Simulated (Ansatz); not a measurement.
The same molecule with X = F, Cl, Br. Ansatz, PBE0-D4/def2-TZVP geometries, multiplicity 1. Each molecule was computed in one conformer, which needn't be the lowest.

Scalar relativity is left out up to krypton.

```
 X              molecule  mean X–Al bond length / Å  HOMO energy (B3LYP/def2-TZVPP) / eV  zero-point energy (PBE0-D4/def2-TZVP) / kJ/mol  LUMO energy (ωB97M-V/def2-TZVPP) / eV
Cl  `[SH][Al]([SH])[Cl]`                      2.091                                -7.61                                            54.8                                   0.90
Br  `[SH][Al]([SH])[Br]`                      2.242                                -7.67                                            53.8                                   0.79
```

Problem. Give the row for X = F, `[F][Al]([SH])[SH]`. (Estimate.)

Solution. The calculation gave: 
```tsv
X	molecule	mean X–Al bond length / Å	HOMO energy (B3LYP/def2-TZVPP) / eV	zero-point energy (PBE0-D4/def2-TZVP) / kJ/mol	LUMO energy (ωB97M-V/def2-TZVPP) / eV
F	`[F][Al]([SH])[SH]`	1.646	-7.62	57.0	0.85
```

From F to Br the mean X–Al bond length rises at each step, by 0.596 Å in all; the HOMO energy (B3LYP/def2-TZVPP) isn't monotonic: highest at Cl, lowest at Br; the zero-point energy (PBE0-D4/def2-TZVP) falls at each step, by 3.2 kJ/mol in all; the LUMO energy (ωB97M-V/def2-TZVPP) isn't monotonic: highest at Cl, lowest at Br. Bonds lengthen as the atom grows down the group.

B3LYP here is the variant with VWN-RPA as its local correlation; programs differ in this.

Spin–orbit coupling is left out; it splits and shifts lone-pair levels of the heavy atoms by tenths of an eV.
